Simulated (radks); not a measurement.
Results of a calculation; reference values are marked as such.
The mean radii <r> (bohr) of the occupied orbitals of an atom or ion are listed with their occupations. Level of theory: Dirac Kohn-Sham, PBE, spin-unpolarised, spherical densities, point nucleus (a radial shooting solver on a logarithmic mesh with Libxc functionals).

| orbital | occ. | <r> |
|---|---|---|
| 1s1/2 | 2 | 0.03916 |
| 2s1/2 | 2 | 0.1722 |
| 2p1/2 | 2 | 0.1475 |
| 2p3/2 | 4 | 0.1516 |
| 3s1/2 | 2 | 0.4918 |
| 3p1/2 | 2 | 0.4912 |
| 3p3/2 | 4 | 0.5016 |
| 3d3/2 | 4 | 0.4956 |
| 3d5/2 | 6 | 0.4993 |
| 4s1/2 | 2 | 1.333 |
| 4p1/2 | 2 | 1.495 |
| 4p3/2 | 3 | 1.525 |
| 5s1/2 | 2 | 3.611 |
| 4f5/2 | 1 | 16.43 |

Name the element and its charge. Open shells, if any, fill j = l - 1/2 first.

Answer. Z = 38, strontium, charge 0: Sr in [Ar] 3d10 4s2 4p5 5s2 4f1. The 1s radius gives Z: for a bare nucleus <r> = (2 gamma + 1)/(2Z) with gamma = sqrt(1 - (Z/c)^2), 0.03844 bohr for Z = 38, and screening makes it slightly larger (0.03916 here). The occupations add up to 38, and the charge is Z minus that.
